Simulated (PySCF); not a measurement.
Job for PySCF: R-B3LYP/LANL2DZ on H4O3Si (SMILES O[SiH](O)O), a point of a torsion scan.

```python
from pyscf import gto, scf, dft, mp
from pyscf.data.elements import chemcore

mol = gto.M(
    atom='''
    O     1.61453945    0.25480901   -0.41752217
    Si    0.13858445    0.01639006    0.17579379
    O    -0.63464630   -1.01110931   -0.82498426
    O     0.32558381   -0.61932478    1.66957984
    H     2.32783940   -0.31815642   -0.14947625
    H    -0.50651270    1.31451031    0.20948630
    H    -1.55134431   -1.23875785   -0.71427648
    H    -0.42357405   -0.85229214    2.20726375
    ''',
    basis='lanl2dz',
    ecp={'Si': 'lanl2dz'},
    charge=0, spin=0, verbose=3, max_memory=1800)
mf = dft.RKS(mol, xc='b3lyp')
mf.conv_tol = 1e-8
mf.max_cycle = 100
mf.kernel()
if not mf.converged:
    mf = mf.newton().run(mf.mo_coeff, mf.mo_occ)
```

### Question
Predict the final total energy.

### Answer
-232.0328 hartree.
